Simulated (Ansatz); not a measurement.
C₃H₅ClSi, SMILES `C#C[SiH2]CCl`, relaxed with RKS PBE-D4/def2-SVP in the Gaussian-basis code of Ansatz from a rough embedded geometry. The force threshold is 0.03 eV/Å; the program also tests the step.

The species carries charge 0 and has multiplicity 1.

Start:

```xyz
10

C    -1.553    1.984    0.834
C    -0.869    1.060    0.738
Si    0.245   -0.422    0.642
C     0.910   -0.841   -1.084
Cl   -0.537   -1.368   -2.061
H    -2.254    2.852    0.827
H     1.501   -0.143    1.481
H    -0.344   -1.618    1.248
H     1.308    0.097   -1.560
H     1.593   -1.600   -1.065
```

Q: By how much does the energy fall, and how many steps does the optimiser take? (An estimate is asked.)

A: Ansatz gave: 56.72 kJ/mol, in 4 steps.

Q: Which bonds change most? (Best estimate.)

A: Ansatz gave: C4–H10 from 1.021 to 1.109 Å; C1–C2 from 1.154 to 1.228 Å; Si3–H8 from 1.464 to 1.500 Å; C1–H6 from 1.116 to 1.083 Å.

Q: Give the relaxed structure. (Best estimate.)

A: Ansatz gave: 
```xyz
10

C    -1.582    1.967    0.758
C    -0.825    0.999    0.745
Si    0.318   -0.436    0.715
C     0.850   -0.797   -1.076
Cl   -0.588   -1.251   -2.069
H    -2.253    2.816    0.769
H     1.544   -0.111    1.528
H    -0.359   -1.645    1.288
H     1.321    0.091   -1.542
H     1.575   -1.634   -1.116
```
